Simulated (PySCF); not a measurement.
BeH2S. Atoms are numbered in the order given.

```xyz
4

Be    -0.0011    -1.4138     0.0000
H      0.0422    -2.7435     0.0000
S     -0.0810     0.4881     0.0000
H      1.2582     0.5898     0.0000
```

Geometry optimised at ωB97X-D3(BJ)/def2-TZVPD.

Computed with ωB97X/def2-TZVPD in PySCF.

Symmetry labels are those of the subgroup Cs that the program uses (full group Cs).

Q: List the valence orbital energies around the gap with their symmetry. (An estimate is asked for; the answer gives what the named calculation found.)

A: 
```json
[
 {"orbital": "HOMO−7", "symmetry": "A'", "energy (eV)": "-162.66"},
 {"orbital": "HOMO−6", "symmetry": "A\"", "energy (eV)": "-162.60"},
 {"orbital": "HOMO−5", "symmetry": "A'", "energy (eV)": "-113.06"},
 {"orbital": "HOMO−4", "symmetry": "A'", "energy (eV)": "-23.16"},
 {"orbital": "HOMO−3", "symmetry": "A'", "energy (eV)": "-14.13"},
 {"orbital": "HOMO−2", "symmetry": "A'", "energy (eV)": "-12.39"},
 {"orbital": "HOMO−1", "symmetry": "A'", "energy (eV)": "-11.52"},
 {"orbital": "HOMO", "symmetry": "A\"", "energy (eV)": "-10.20"},
 {"orbital": "LUMO", "symmetry": "A'", "energy (eV)": "0.97"},
 {"orbital": "LUMO+1", "symmetry": "A'", "energy (eV)": "1.25"},
 {"orbital": "LUMO+2", "symmetry": "A\"", "energy (eV)": "1.33"},
 {"orbital": "LUMO+3", "symmetry": "A'", "energy (eV)": "1.98"}
]
```
